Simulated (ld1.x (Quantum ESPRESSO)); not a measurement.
# u(r) = r·R(r): atom against pseudo-atom (Mg (Z = 12))

Columns: radius, all-electron u(r) and pseudo u(r) of the 3s shell (level -8.03 eV) of magnesium in the configuration [Ne] 3s1.5 3p0; LDA (PZ), scalar-relativistic, TM scheme, ld1.x (Quantum ESPRESSO) 7.5.

| r (bohr) | all-electron | pseudo |
| --- | --- | --- |
| 0.160 | 0.0286 | 0.0330 |
| 0.320 | -0.2032 | 0.0671 |
| 0.480 | -0.2670 | 0.1033 |
| 0.640 | -0.2057 | 0.1425 |
| 0.800 | -0.0863 | 0.1859 |
| 0.960 | 0.0496 | 0.2341 |
| 1.120 | 0.1805 | 0.2873 |
| 1.280 | 0.2963 | 0.3448 |
| 1.440 | 0.3933 | 0.4047 |
| 1.600 | 0.4709 | 0.4638 |
| 1.760 | 0.5304 | 0.5180 |
| 1.920 | 0.5735 | 0.5632 |
| 2.080 | 0.6023 | 0.5964 |
| 2.240 | 0.6187 | 0.6164 |
| 2.400 | 0.6246 | 0.6241 |
| 2.560 | 0.6218 | 0.6217 |
| 2.720 | 0.6118 | 0.6118 |
| 2.880 | 0.5962 | 0.5962 |
| 3.040 | 0.5761 | 0.5761 |
| 3.200 | 0.5527 | 0.5527 |
| 3.360 | 0.5269 | 0.5269 |
| 3.520 | 0.4996 | 0.4996 |
| 3.680 | 0.4713 | 0.4713 |
| 3.840 | 0.4427 | 0.4427 |
| 4.000 | 0.4141 | 0.4141 |
| 4.160 | 0.3861 | 0.3861 |

How many radial nodes do the two functions have?

The all-electron 3s function has n − l − 1 = 2; the pseudo-wave has 0, since the states of the same l below it are removed with the core.

At about which radius was the pseudo-wave matched?

2.75 bohr. The columns agree to 0.0005 from 2.56 bohr on; several derivatives are matched, so the curves merge somewhat inside the radius.

Is the pseudo-wave norm-conserving?

Yes: the TM scheme keeps the norm inside the radius equal to the all-electron one, which fixes the energy derivative of the logarithmic derivative at the level.
